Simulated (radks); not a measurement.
Q: Ge+, 31 electrons, occupied as [Ar] 3d10 4s2 4f1 (not the ground configuration). All-electron calculation, scalar-relativistic Kohn-Sham, LDA (Slater exchange, Perdew-Wang correlation), spin-polarised, spherical densities, finite nucleus; open shells are filled with parallel spins first; Fermi nuclear charge, rms radius 4.0742 fm. Program: a radial shooting solver on a logarithmic mesh with Libxc functionals. Some entries of the table are withheld. Estimate them.

| orbital | occ. | eigenvalue (eV) | r(max) (bohr) | <r^2> (bohr^2) |
|---|---|---|---|---|
| 1s down | 1 | -10957.81 | 0.03077 | 0.002981 |
| 1s up | 1 | -10957.81 | 0.03077 | 0.002981 |
| 2s down | 1 | -1385.973 | 0.1763 | 0.05221 |
| 2s up | 1 | -1385.973 | 0.1763 | 0.05221 |
| 2p down | 3 | -1214.630 | 0.1412 | 0.04143 |
| 2p up | 3 | -1214.630 | 0.1412 | 0.04143 |
| 3s down | 1 | -184.2431 | 0.5429 | 0.4514 |
| 3s up | 1 | -184.2427 | 0.5429 | 0.4514 |
| 3p down | 3 | -131.8888 | 0.5430 | 0.4941 |
| 3p up | 3 | -131.8885 | 0.5430 | 0.4941 |
| 3d down | 5 | -45.9822 | 0.5014 | 0.6845 |
| 3d up | 5 | -45.9819 | 0.5014 | 0.6846 |
| 4s up | 1 | -26.0868 | (1) | 4.281 |
| 4s down | 1 | -26.0684 | (2) | 4.267 |
| 4p up | 0 | -16.6417 | (3) | 6.284 |
| 4p down | 0 | -16.5952 | (4) | 6.219 |
| 5s up | 0 | -7.3955 | 4.602 | 28.83 |
| 5s down | 0 | -7.0376 | 4.529 | 28.09 |
| 4f up | 1 | (5) | 7.750 | 80.49 |
| 4f down | 0 | (6) | 8.098 | 90.64 |

A: 
(1) 4s up r(max) (bohr): 1.667
(2) 4s down r(max) (bohr): 1.667
(3) 4p up r(max) (bohr): 1.968
(4) 4p down r(max) (bohr): 1.965
(5) 4f up eigenvalue (eV): -2.5821
(6) 4f down eigenvalue (eV): -2.2148
